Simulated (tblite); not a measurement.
Species: C₇H₁₃NSi.
Structure used (GFN2-xTB), in Å, numbered top down from 1:
```xyz
22
C7H13NSi angstrom
C     -2.3819    0.7890    1.8290
C     -1.9319    0.4224    0.6384
C     -2.4393    0.6198   -0.7715
C     -1.2023   -0.1516   -1.2820
C     -0.7618   -0.3041    0.1565
C      0.2849   -0.8834    0.7379
C      1.4018   -1.5181   -0.0007
Si     2.9010   -0.3325   -0.0702
N      2.2871    1.1156   -0.7662
H     -3.2979    1.3451    1.9405
H     -1.8521    0.5424    2.7335
H     -3.3952    0.1400   -0.9781
H     -2.4962    1.6609   -1.0879
H     -0.5260    0.4265   -1.9110
H     -1.4301   -1.0918   -1.7844
H      0.3709   -0.8567    1.8167
H      1.0891   -1.7630   -1.0143
H      1.7035   -2.4417    0.4919
H      3.4577   -0.2029    1.2873
H      3.9274   -0.8334   -0.9850
H      2.9021    1.8990   -0.9113
H      1.3787    1.4378   -0.4708
```

Computed values, GFN2-xTB/tblite, gas phase, harmonic and unscaled. The method is semi-empirical: single wavenumbers can be off by several per cent or more. Modes of hydrogen on silicon can be 10 to 20 % off. One conformer, not necessarily the lowest.

Harmonic wavenumbers (cm⁻¹): 43.9, 51.8, 79.1, 109.7, 152.2, 194.8, 233.8, 244.3, 305.0, 388.7, 465.3, 478.0, 517.6, 535.8, 572.1, 642.3, 674.8, 686.8, 723.3, 779.0, 794.1, 800.2, 836.8, 839.7, 864.1, 871.9, 915.5, 925.1, 1008.1, 1026.5, 1055.3, 1063.0, 1085.2, 1161.9, 1164.6, 1193.6, 1218.1, 1226.6, 1250.5, 1310.8, 1407.7, 1453.6, 1465.8, 1473.1, 1514.2, 1725.2, 1730.9, 2168.4, 2257.7, 2972.4, 2988.4, 2990.3, 2996.3, 3002.0, 3005.8, 3048.8, 3096.8, 3120.7, 3467.6, 3509.2.

A = 2610, B = 711.3, C = 680.7 MHz; mass 139.082 u (most abundant isotopes); point group C1, symmetry number 1.

What is the zero-point energy?

½Σν̃ = 38942 cm⁻¹ = 111.34 kcal/mol.

Give the ideal-gas entropy at 273.15 K and 1 bar in the rigid-rotor, harmonic-oscillator model (classical rotation).

Translation 40.29, rotation 29.66, vibration 31.58: S = 101.5 cal/(mol K).

And Cp and H(273.15 K) − H(0)?

Cp = 41.32 cal/(mol K), of which vibrations give 33.37 (their classical limit is 60 R = 119.2); H(273.15 K) − H(0) = 6.68 kcal/mol without the zero-point energy, 4.51 from vibrations.

How do the functions run with temperature in this model?

```
T (K)  S (cal/(mol K))  Cp (cal/(mol K))  H − H(0) (kcal/mol)  G − H(0) (kcal/mol)  ln q(vib)
  100             72.7              20.4                 1.42                -5.86       2.29
  200             90.2              31.8                 4.01               -14.04       5.37
  300            105.6              44.8                 7.84               -23.84       8.41
  500            133.9              66.8                19.13               -47.84      14.53
  800            170.2              87.0                42.49               -93.64      23.40
 1000            190.6              95.8                60.81              -129.76      28.91
```

q(vib) and H(0) count from the zero-point level.

What must be added to the electronic energy to get the Gibbs energy at 273.15 K and 1 bar?

ZPE + [H(273.15 K) − H(0)] − T·S = 111.34 + 6.68 − 27.73 = 90.29 kcal/mol.

Blend soft modes into free rotors: weight 1/[1 + (100 cm⁻¹/ν̃)⁴] for the oscillator and the rest for a rotor with moment μB/(μ + B), μ = h/(8π²ν), B = 10⁻⁴⁴ kg m². What vibrational entropy results?

28.54 cal/(mol K) in place of 31.58, which changes −T·S at 273.15 K by +0.83 kcal/mol.

Which modes carry the vibrational entropy at 273.15 K?

43.9 cm⁻¹: 4.90; 51.8 cm⁻¹: 4.57; 79.1 cm⁻¹: 3.74; 109.7 cm⁻¹: 3.10; 152.2 cm⁻¹: 2.48; 194.8 cm⁻¹: 2.02 cal/(mol K); the other 54 give 10.76 together.

Hindered rotation and anharmonicity are outside this model. Other conformers, if any are populated, would add a mixing term that is left out. The structure is chiral; the term R ln 2 for an equal mix with its mirror image is left out.
